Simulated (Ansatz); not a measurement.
Worked example: H2Se + SiH(SiH3)2F → SiH3(SeH) + SiH2(SiH3)F

Species: H2Se (hydrogen selenide) `[SeH2]`, singlet; SiH(SiH3)2F, singlet; SiH3(SeH), singlet; SiH2(SiH3)F, singlet. The partners trade H for SiH3: Se–H and Si–SiH3 bonds give way to Se–SiH3 and Si–H.

Shapes, held fixed at every level: PBE0-D4/def2-TZVP. Programs: Ansatz 0.2.0. The zero-point and thermal change to 298 K, harmonic and unscaled (PBE0-D4/def2-TZVP), is +2.7 kJ/mol.

At CCSD(T)/def2-TZVPP; 1 Eh = 2625.50 kJ/mol:

```
    species   energy (Eh)
       H2Se  -2401.314764
SiH(SiH3)2F   -971.151811
  SiH3(SeH)  -2691.590675
SiH2(SiH3)F   -680.898264
```

**Question.** Work out ΔH(298 K) of the reaction at this level.

**Answer.** 
1. Products less reactants: (-2691.590675) + (-680.898264) − [(-2401.314764) + (-971.151811)] = -0.022364 Eh = -58.7 kJ/mol.
2. With the thermal change: -58.7 + (+2.7) = -56.0 kJ/mol.

Other levels give -70.8 (HF/def2-TZVPP) to -49.2 kJ/mol (PBE0-D4/def2-TZVPP). No measured value is set beside it here. Relativity is left out for Se. Outer-core shells of Se are correlated in most correlated rows, in sets that cover them unevenly.
